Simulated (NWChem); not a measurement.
AlNH3Cl2 cation, singlet

```xyz
7

Al    -0.0740     0.0009     0.0011
Cl     0.6717    -1.9056    -0.0002
Cl     0.6666     1.9095    -0.0002
N     -2.0611    -0.0062     0.0008
H     -2.4510    -0.1931    -0.9328
H     -2.4586     0.8922     0.3033
H     -2.4514    -0.7328     0.6149
```
Atoms are numbered in this order, from 1.

All runs: NWChem. Medium grid unless said otherwise, to which SCAN and Minnesota functionals are sensitive. Low-valent species are run as closed-shell singlets; no triplet was tried in these runs. All runs use the structure optimised with B3LYP/6-31G* (spherical d). B3LYP is NWChem's, with the RPA form of VWN correlation. Total energies of different functionals are on different scales.

```json
[
 {"level": "B3LYP/def2-TZVP", "energy (Ha)": "-1219.4172", "highest occupied level (eV)": "-13.90", "orbital gap (eV)": "7.28"},
 {"level": "PBE/def2-TZVP", "energy (Ha)": "-1218.7821", "highest occupied level (eV)": "-12.79", "orbital gap (eV)": "5.61"},
 {"level": "HCTH/407/def2-TZVP", "energy (Ha)": "-1219.5057", "highest occupied level (eV)": "-12.98", "orbital gap (eV)": "5.72"},
 {"level": "M06-2X/def2-TZVP", "energy (Ha)": "-1219.2919", "highest occupied level (eV)": "-15.55", "orbital gap (eV)": "9.81"},
 {"level": "B97-2/def2-TZVP", "energy (Ha)": "-1219.4269", "highest occupied level (eV)": "-13.92", "orbital gap (eV)": "7.63"},
 {"level": "KT2/def2-TZVP", "energy (Ha)": "-1229.2866", "highest occupied level (eV)": "-12.91", "orbital gap (eV)": "5.52"},
 {"level": "M05-2X/def2-TZVP", "energy (Ha)": "-1219.3430", "highest occupied level (eV)": "-15.66", "orbital gap (eV)": "10.09"}
]
```
